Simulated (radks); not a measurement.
The numbers below are computed, except where a source is named.
Valence configurations of the arsenic ion As3+ (all share [Ar]). Code: a radial shooting solver on a logarithmic mesh with Libxc functionals. Model: Dirac Kohn-Sham, PBE, spin-unpolarised, spherical densities, finite nucleus; open shells fill j = l - 1/2 first; Fermi nuclear charge, rms radius 4.0968 fm. Energies are relative to 3d10 4s2; eigenvalues in eV.

valence          E (eV)  e(3d3/2)  e(3d5/2)  e(4p1/2)  e(4p3/2)  e(4s1/2)
3d10 4s2          0.000   -75.342   -74.608         -         -   -44.425
3d10 4s1 4p1     11.284   -76.795   -76.059   -33.916         -   -45.248
3d9.5 4s2 4p0.5  21.804   -81.275   -80.518   -34.691         -   -46.289
3d9.5 4s1.5 4p1  27.615   -81.981   -81.223   -35.038         -   -46.682
3d9.5 4s0.5 4p2  39.303   -83.368   -82.609   -35.718         -   -47.448
3d9 4s2 4p1      45.855   -87.334   -86.555   -36.153         -   -48.107
3d8.5 4s1.5 4p2  78.394   -94.174   -93.371   -37.894         -   -50.237
3d8 4s2 4p2      101.01   -99.813   -98.989   -38.975         -   -51.617
3d7 4s2 4p3      166.75   -112.89   -112.02   -41.760   -41.079   -55.066
3d7 4p5          194.89   -115.51   -114.64   -42.977   -42.277         -

NIST lists [Ar] 3d10 4s2 as the ground configuration; this level of theory agrees among the configurations tried. The energies are those of spherical spin-averaged densities, not of single terms.
